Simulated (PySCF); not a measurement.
C3F5 (SMILES F[C]=C(F)C(F)(F)F), doublet, at a GFN2-xTB geometry; TPSS/STO-3G run with PySCF.

Input for PySCF:
```python
from pyscf import gto, scf, dft

mol = gto.M(
    atom='''
F     2.60094538    1.14283506    0.08089861
C     1.43096998    0.69793299   -0.24220788
C     0.44692092    0.10911001    0.37558517
F     0.44992855   -0.20912959    1.70017522
C    -0.83543288   -0.29579618   -0.32144863
F    -1.90245541    0.30342010    0.21057985
F    -0.79671474    0.03356214   -1.61483549
F    -1.04667580   -1.61151893   -0.25143729
''',
    basis='sto-3g',
    spin=1,
    verbose=3,
)

mf = dft.UKS(mol)
mf.xc = 'tpss'
mf.kernel()
mf.analyze()
```

What the program printed (banner, timings and long lists left out):

```
converged SCF energy = -604.84877344157  <S^2> = 0.75660766  2S+1 = 2.0065968
**** MO energy ****
                             alpha | beta                alpha | beta
MO #1   energy= -24.2651097077656  | -24.2611438866714  occ= 1 | 1
MO #2   energy= -24.1558695578854  | -24.1544203302686  occ= 1 | 1
MO #3   energy= -24.1263293648011  | -24.1263211639728  occ= 1 | 1
MO #4   energy= -24.1261023387249  | -24.126094182299   occ= 1 | 1
MO #5   energy= -24.121986356378   | -24.1219496068144  occ= 1 | 1
MO #6   energy= -10.0129809007836  | -10.0129014416194  occ= 1 | 1
MO #7   energy= -9.86202296181375  | -9.86226151288389  occ= 1 | 1
MO #8   energy= -9.84351875398187  | -9.83083386488282  occ= 1 | 1
MO #9   energy= -1.13653047740428  | -1.12477150730064  occ= 1 | 1
MO #10  energy= -1.12388187479991  | -1.12329418387965  occ= 1 | 1
MO #11  energy= -1.05138816255737  | -1.04667974597873  occ= 1 | 1
MO #12  energy= -1.02338348818805  | -1.0233675871478   occ= 1 | 1
MO #13  energy= -1.02110067653482  | -1.02092808789486  occ= 1 | 1
MO #14  energy= -0.670817862992373 | -0.661051254717237 occ= 1 | 1
MO #15  energy= -0.543546450557385 | -0.535833710000485 occ= 1 | 1
MO #16  energy= -0.444744683295559 | -0.438600193114532 occ= 1 | 1
MO #17  energy= -0.414389606995599 | -0.404946964205285 occ= 1 | 1
MO #18  energy= -0.392461973211174 | -0.38535702118673  occ= 1 | 1
MO #19  energy= -0.38193294754811  | -0.381679255794843 occ= 1 | 1
MO #20  energy= -0.352777974238575 | -0.346428030630326 occ= 1 | 1
MO #21  energy= -0.330088418712276 | -0.320175101470197 occ= 1 | 1
MO #22  energy= -0.318319651015405 | -0.282506147179341 occ= 1 | 1
MO #23  energy= -0.249438904368852 | -0.249522302907118 occ= 1 | 1
MO #24  energy= -0.206562991313649 | -0.200656003535701 occ= 1 | 1
MO #25  energy= -0.186329845235317 | -0.186146706161754 occ= 1 | 1
MO #26  energy= -0.185897748504093 | -0.185797379350724 occ= 1 | 1
MO #27  energy= -0.160005491533782 | -0.15984174365391  occ= 1 | 1
MO #28  energy= -0.158387060606395 | -0.157618931598177 occ= 1 | 1
MO #29  energy= -0.146380359504405 | -0.146389654827942 occ= 1 | 1
MO #30  energy= -0.133665627467574 | -0.130376191682041 occ= 1 | 1
MO #31  energy= -0.109938687637733 | -0.101651258259467 occ= 1 | 1
MO #32  energy= -0.109514954107669 | -0.0195921119463947 occ= 1 | 0
MO #33  energy= 0.102786208207547  | 0.119396415263431  occ= 0 | 0
MO #34  energy= 0.201088356332084  | 0.215664125182511  occ= 0 | 0
MO #35  energy= 0.290740910044732  | 0.297716700807043  occ= 0 | 0
MO #36  energy= 0.349080958113512  | 0.349319677622942  occ= 0 | 0
MO #37  energy= 0.352998680819613  | 0.357025488601565  occ= 0 | 0
MO #38  energy= 0.364887611092271  | 0.365712473023341  occ= 0 | 0
MO #39  energy= 0.475241026367553  | 0.489341083333419  occ= 0 | 0
MO #40  energy= 0.724485530968524  | 0.750469840251037  occ= 0 | 0

To work with the spin densities directly, `use mulliken_meta_spin()` only printing them here.

 ** Mulliken spin pop alpha/beta on meta-lowdin orthogonal AOs **
 ** Mulliken Spin Density (per atom)  **
spin density of  0 F =      0.18406
spin density of  1 C =      0.79166
spin density of  2 C =     -0.05344
spin density of  3 F =      0.06987
spin density of  4 C =      0.00473
spin density of  5 F =      0.00064
spin density of  6 F =      0.00184
spin density of  7 F =      0.00064
 ** Mulliken pop alpha/beta on meta-lowdin orthogonal AOs **
 ** Mulliken atomic charges   ( Nelec_alpha | Nelec_beta ) **
charge of  0F =      0.09057  (     4.54675      4.36268 )
charge of  1C =     -0.04520  (     3.41843      2.62677 )
charge of  2C =     -0.07136  (     3.00896      3.06240 )
charge of  3F =     -0.00899  (     4.53943      4.46956 )
charge of  4C =      0.22513  (     2.88980      2.88507 )
charge of  5F =     -0.06284  (     4.53174      4.53110 )
charge of  6F =     -0.06447  (     4.53315      4.53132 )
charge of  7F =     -0.06284  (     4.53174      4.53110 )
Dipole moment(X, Y, Z, Debye):  0.91933,  0.34474,  0.27404
```
